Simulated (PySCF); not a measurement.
## Polarisability and C₆ of I (iodine, neutral)

[Kr] 4d10 5s2 5p5, 2P determinant. All numbers are calculated (PySCF 2.14, a scalar-relativistic core potential, in aug-cc-pVTZ-PP with one added diffuse shell each of d, f type with ECP28MDF (6s5p5d3f, 67 functions)). Coupled (time-dependent) response in atomic units; α is the mean over directions.

```json
{"method": "UHF", "mean α (bohr³)": "31.91", "α xx, yy, zz": "29.59, 33.06, 33.06", "C₆ (like pair)": "339.7", "S(−4)": "199.5"}
{"method": "PBE", "mean α (bohr³)": "34.70", "α xx, yy, zz": "31.65, 36.23, 36.23", "C₆ (like pair)": "374.0", "S(−4)": "262.5"}
{"method": "PBE0", "mean α (bohr³)": "33.25", "α xx, yy, zz": "30.52, 34.62, 34.62", "C₆ (like pair)": "356.1", "S(−4)": "228.7"}
{"method": "TPSS", "mean α (bohr³)": "34.02", "α xx, yy, zz": "31.08, 35.49, 35.49", "C₆ (like pair)": "369.0", "S(−4)": "241.9"}
{"method": "PW91", "mean α (bohr³)": "34.52", "α xx, yy, zz": "31.52, 36.02, 36.02", "C₆ (like pair)": "371.2", "S(−4)": "260.0"}
```

S(−4) is the Cauchy moment in α(ω) = α(0) + S(−4) ω² + …

Reference α: 32.9 ± 1.3 bohr³ (recommended; Schwerdtfeger and Nagle, table of static dipole polarizabilities (2023 update)). Published C₆: 385.0 (Chu and Dalgarno (2004); Tang, Norbeck and Certain (1976)).

Spin-orbit coupling is absent.

α(iu) at PW91:

| u (hartree) | α(iu) (bohr³) |
| --- | --- |
| 0 | 34.52 |
| 0.0500 | 33.89 |
| 0.100 | 32.16 |
| 0.200 | 27.07 |
| 0.300 | 21.87 |
| 0.500 | 14.20 |
| 0.750 | 8.846 |
| 1.00 | 5.981 |
| 1.50 | 3.281 |
| 2.00 | 2.102 |
| 3.00 | 1.101 |
| 5.00 | 0.4657 |

A single London oscillator, α(iu) = α/(1 + u²/ω²), gives C₆ = (3/4) ω α². Matching the computed C₆ needs ω = 4 × 371.2 / (3 × 34.52²) = 0.415 hartree.

The components differ because the open shell of this determinant is not spherical; for a pure term their mean is the scalar polarisability.

Energies and moments cover only the electrons outside the core potential.
